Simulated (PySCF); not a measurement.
**Atomic charges against the basis set**

Compound: C4H10OSi.
SMILES with atom numbers: `[CH2:1]1[CH2:2][SiH2:3][CH2:4][CH2:5][O:6]1` (hydrogens: H7, H8 on C1; H9, H10 on C2; H11, H12 on Si3; H13, H14 on C4; H15, H16 on C5)

PBE0 throughout (PySCF), one geometry, spherical d and f functions. One conformer (not necessarily the lowest) at the PBE0-D3(BJ)/def2-SVP geometry, without solvent, vibrations or thermal averaging. Atoms taken as equivalent share a column and are averaged.

Mulliken charges (e):

| basis | functions | C1/C5 | C2/C4 | Si3 | O6 | H7/H8/H15/H16 | H9/H10/H13/H14 | H11/H12 |
| --- | --- | --- | --- | --- | --- | --- | --- | --- |
| pcSseg-0 | 78 | -0.074 | -1.031 | +0.957 | -0.672 | +0.237 | +0.271 | -0.054 |
| cc-pVDZ | 138 | +0.115 | -0.243 | +0.317 | -0.324 | +0.036 | +0.059 | -0.059 |
| pcSseg-1 | 159 | +0.063 | -0.579 | +0.662 | -0.520 | +0.114 | +0.150 | -0.084 |
| aug-cc-pVDZ | 232 | +0.814 | +0.383 | -0.303 | -0.606 | -0.302 | -0.249 | +0.359 |
| IGLO-III | 319 | -0.056 | -0.540 | +0.806 | -0.296 | +0.115 | +0.149 | -0.186 |
| cc-pVTZ | 324 | -0.004 | -0.297 | +0.239 | -0.276 | +0.080 | +0.100 | -0.040 |

IAO charges (e):

```
      basis  functions   C1/C5   C2/C4     Si3      O6  H7/H8/H15/H16  H9/H10/H13/H14  H11/H12
   pcSseg-0         78  -0.071  -0.563  +0.640  -0.382         +0.140          +0.157   -0.088
    cc-pVDZ        138  -0.045  -0.556  +0.732  -0.395         +0.130          +0.147   -0.122
   pcSseg-1        159  -0.045  -0.564  +0.756  -0.402         +0.132          +0.147   -0.126
aug-cc-pVDZ        232  -0.048  -0.564  +0.735  -0.408         +0.134          +0.151   -0.121
   IGLO-III        319  -0.049  -0.577  +0.776  -0.410         +0.135          +0.152   -0.131
    cc-pVTZ        324  -0.048  -0.574  +0.762  -0.406         +0.134          +0.152   -0.128
```

Some averages cover members that differ in this geometry, most widely: H7/H8/H15/H16, Mulliken in aug-cc-pVDZ -0.414 to -0.187; C1/C5, Mulliken in aug-cc-pVDZ +0.750 to +0.879; H9/H10/H13/H14, Mulliken in aug-cc-pVDZ -0.302 to -0.224; H11/H12, Mulliken in aug-cc-pVDZ +0.325 to +0.394 e.

**Question.** Which scheme is steadiest as the basis changes?

**Answer.** Largest range over the bases for any column: IAO 0.14 e, Mulliken 1.41 e. IAO charges move least and Mulliken charges most, counted in e.

**Question.** How much do the charges still move between the two largest bases, IGLO-III and cc-pVTZ?

**Answer.** At most, over all atoms: Mulliken 0.566 e, IAO 0.014 e.

**Question.** What do the same runs give for the total energy, the frontier levels and the dipole moment?

**Answer.** 
```
      basis  energy (Eh)  HOMO (eV)  LUMO (eV)  μ (D)
   pcSseg-0    -521.8736      -7.30       1.45   1.66
    cc-pVDZ    -522.7617      -7.22       1.38   1.28
   pcSseg-1    -522.7157      -7.38       1.02   1.39
aug-cc-pVDZ    -522.7790      -7.37      -0.13   1.32
   IGLO-III    -522.8572      -7.38       0.55   1.32
    cc-pVTZ    -522.8463      -7.35       0.88   1.29
```

The dipole is fixed by the density alone, so its range of 0.38 D shows that the density itself changes with the basis, not only its division among atoms.
